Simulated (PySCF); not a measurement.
How methods differ on the interval between two levels of Hg⁺

Hg⁺ [Xe] 4f14 5d10 6s1 [2S1/2, M_J = 1/2] → Hg⁺ [Xe] 4f14 5d10 6d1 [2D5/2, M_J = 5/2], as a difference of total energies. All numbers are calculated (PySCF 2.14, the two-component X2C-1e Hamiltonian, in x2c-TZVPall-2c with one added diffuse shell each of s, p, d type (12s12p11d2f, 117 functions)). Correlated levels: [Kr] 4d10 4f14 frozen; the 34 highest virtual spinors dropped. "Screened" scales the spin-orbit matrix elements by Boettger's factors to mimic the two-electron term; Breit and QED terms are absent.

| method | interval between two levels (cm⁻¹) |
| --- | --- |
| GHF (screened spin-orbit) | 94314 |
| GMP2 (screened spin-orbit) | 105270 |

Errors of the correlated levels include the incompleteness of this basis and the frozen core.

For comparison: 105540 cm⁻¹ (measured; NIST Handbook of Basic Atomic Spectroscopic Data (Sansonetti and Martin, J. Phys. Chem. Ref. Data 34, 1559 (2005))).
